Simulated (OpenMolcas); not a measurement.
## W5+ in a point-charge field

W5+ among 3 point charges of -2 e arranged as a planar triangle (D3h), 2.17 Å from the ion.

```yaml
Program: OpenMolcas
Method: "SS-CASPT2, IPEA 0.25 Eh, imaginary shift 0.1 Eh (closed shells correlated: 4f 5s 5p)"
Basis: ANO-RCC-VDZP [7s6p4d2f1g]
Scalar_Hamiltonian: DKH2, point nucleus
Active_space: 1 electron in 5 orbitals (5d)
State_averaging: 2S+1 = 2 even, 5 roots
Spin-orbit_coupling: RASSI with atomic mean-field integrals over the reference wave functions
```

The lowest spin-free states (labels of D3, the rotations of D3h), above the lowest:

```tsv
State	Degeneracy	E (cm-1)	Free-ion L (%)
2A1	1	0	D (100)
2E	2	3270	D (100)
2E	2	15610	D (100)
```

The lowest levels with spin-orbit coupling:

```
E (cm-1)  Degeneracy  Label  2S+1               g
       0           2   E1/2     2  1.14 1.26 1.26
    7360           2   E3/2     2  0.00 0.00 3.61
    9500           2   E1/2     2  0.86 3.26 3.26
   17570           2   E3/2     2  0.00 0.00 2.37
   23800           2   E1/2     2  0.00 0.00 5.98
```

Powder χT (cm3 K/mol): 0.139 at 2 K, 0.14 at 10 K, 0.141 at 50 K, 0.143 at 100 K, 0.147 at 200 K, 0.151 at 300 K. The effective moment at 300 K is 2.828 √(χT) = 1.10 μB.

The lowest level has 2S+1 = 2, for which the spin-only value is χT = S(S+1) / 2 = 0.375 cm3 K/mol (g = 2). The computed 0.151 at 300 K differs by -0.224, through orbital momentum, spin-orbit coupling and any other state in reach.

Roots that are degenerate in the reference are averaged as groups; the widest CASPT2 spread within a group is 84 cm-1 (the 2-fold group of multiplicity 2 near 15600 cm-1 above the lowest state of its run). Shifts and gaps below about the spread of the groups concerned are not significant. Spin-orbit coupling mixes the spin-free states strongly: the lowest level takes only 57 % from its leading state, 2A1. Free-ion shares, where given, are those of the reference states; single-state CASPT2 does not remix them. Point charges carry no covalency, so the field is a model and not that of real ligands. No measured value stands beside these numbers.

The CASPT2 steps took 2.4 s on 1 thread of Intel(R) Xeon(R) 6975P-C (Granite Rapids), on a shared host; the integral step is not counted.
